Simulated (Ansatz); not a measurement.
# Relative energy of two structures of BeGaH4SbSi

We compare a, a singlet given by its coordinates, with b, a singlet given by its coordinates. Both are isolated molecules in the gas phase, relaxed with PBE0-D3(BJ)/def2-SVP.

a (Å):

| atom | x (Å) | y (Å) | z (Å) |
| --- | --- | --- | --- |
| Be | -0.9132 | 0.4700 | -1.1337 |
| Ga | -0.9623 | 0.4117 | -3.7536 |
| Sb | -3.3145 | 0.5363 | -1.1800 |
| Si | 1.0797 | 0.4040 | -1.7182 |
| H | -3.2321 | 1.8000 | -0.0236 |
| H | -3.3041 | -0.6894 | 0.0194 |
| H | 0.1925 | 1.4937 | -0.8961 |
| H | 0.1370 | -0.5993 | -0.8491 |

Close contacts (Å): Be1–Ga2 2.62, Be1–Sb3 2.40, Be1–Si4 2.08, Ga2–Si4 2.88, Be1–H7 1.53, Be1–H8 1.53, Sb3–H5 1.71, Sb3–H6 1.71, Si4–H7 1.63, Si4–H8 1.63.

b (Å):

```yaml
atoms:
  - { symbol: Be, position_ang: [-1.9456, -1.2674, -0.5196] }
  - { symbol: Ga, position_ang: [-3.4493, -0.1412, 1.1753] }
  - { symbol: Sb, position_ang: [-0.3545, -2.1978, -2.0504] }
  - { symbol: Si, position_ang: [1.2838, -1.0997, -0.3873] }
  - { symbol: H, position_ang: [0.7233, 0.0874, 0.3413] }
  - { symbol: H, position_ang: [1.6479, -2.1175, 0.6470] }
  - { symbol: H, position_ang: [2.5283, -0.6523, -1.0844] }
  - { symbol: H, position_ang: [-0.4933, -0.6941, -2.8837] }
```

Close contacts (Å): Be1–Ga2 2.53, Be1–Sb3 2.40, Sb3–Si4 2.58, Sb3–H8 1.72, Si4–H5 1.50, Si4–H6 1.50, Si4–H7 1.49.

**Question.** Which of the two would you expect CCSD(T)/def2-SVP + ΔMP2/def2-TZVPP electronic energies to favour?

**Answer.** Too close to call at this level: CCSD(T)/def2-SVP + ΔMP2/def2-TZVPP gives E(b) − E(a) = +2.69 kJ/mol.

Level by level:

```
                             level              geometry  E(b) − E(a) (kJ/mol)  departure from the last row (kJ/mol)  job, with rough time for the two
              PBE0-D3(BJ)/def2-SVP  PBE0-D3(BJ)/def2-SVP                  +15.68                                +12.99                optimisation, 76 s
                       HF/def2-SVP  PBE0-D3(BJ)/def2-SVP                  −78.81                                −81.50           part of the CCSD(T) run
                      MP2/def2-SVP  PBE0-D3(BJ)/def2-SVP                  −11.54                                −14.23           part of the CCSD(T) run
                  CCSD(T)/def2-SVP  PBE0-D3(BJ)/def2-SVP                   −9.24                                −11.93                      single point
CCSD(T)/def2-SVP + ΔMP2/def2-TZVPP  PBE0-D3(BJ)/def2-SVP                   +2.69                                                      single point, 71 s
```

The largest departure from CCSD(T)/def2-SVP + ΔMP2/def2-TZVPP is that of HF/def2-SVP, 81.50 kJ/mol. Levels run at GFN2-xTB geometries aren't shown. The last row adds to CCSD(T) the change of the MP2 difference between the two basis sets, here +11.93 kJ/mol.

With harmonic frequencies from PBE0-D3(BJ)/def2-SVP (ideal gas, rigid rotor, one conformer each, 298.15 K, 1 atm): on the last row, ΔE + ΔZPE = +5.33 kJ/mol. A mode under 50 cm⁻¹ makes harmonic enthalpies and free energies unreliable, so none is given.

The correlated steps freeze 18 core orbitals; the filled d shell of Ga and Sb is correlated; the last core shell of Be is correlated, in a basis made for valence electrons. Atoms past krypton carry core potentials in the def2 sets and no spin–orbit term is included. Run with Ansatz 0.2.0; the last row on 2 threads of Intel(R) Xeon(R) Processor @ 2.70GHz on a shared host.
